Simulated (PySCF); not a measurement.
# Mn²⁺ (manganese, charge +2) across methods

[Ar] 3d5, high-spin 6S determinant. Calculation: PySCF 2.14, in aug-cc-pVTZ; no relativity, point nucleus.

```
method  E (hartree)  mean ε 3p α (eV)  mean ε 3p β (eV)  mean ε 3d α (eV)  Σ⟨r²⟩ (bohr²)   ⟨S²⟩
r2SCAN    -1150.131           -75.855           -68.984           -26.361          16.17  8.750
 B3LYP    -1150.170           -77.405           -70.825           -27.946          16.25  8.751
 TPSSh    -1150.169           -76.018           -69.732           -26.887          16.24  8.750
  BLYP    -1150.178           -73.449           -68.384           -25.847          16.41  8.751
   PBE    -1149.892           -73.698           -68.421           -26.037          16.37  8.750
   UHF  -1149.10924           -91.893           -78.162           -35.056          15.87  8.751
  PBE0    -1149.946           -78.444           -71.234           -28.447          16.18  8.750
   LDA    -1147.752           -73.592           -68.564           -26.256          16.39  8.750
PBEsol    -1148.782           -73.539           -68.304           -26.019          16.35  8.750
```
